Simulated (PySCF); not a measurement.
BFBr2, SMILES FB(Br)Br.

Geometry optimised at B3LYP-D3(BJ)/def2-SVP.

Method: B3LYP-D3(BJ)/def2-SVP (PySCF 2.14.0).

Frequencies are harmonic and unscaled.

```csv
mode,ν (cm⁻¹),IR (km/mol),moving atoms (share of kinetic energy)
1,170,0.0,"Br 83 %, F 11 %"
2,305,2.2,"F 75 %, Br 25 %"
3,419,3.0,"F 47 %, Br 33 %, B 20 %"
4,470,11.2,"B 89 %, F 9 %"
5,874,454.0,B 93 %
6,1329,302.2,"B 68 %, F 31 %"
```
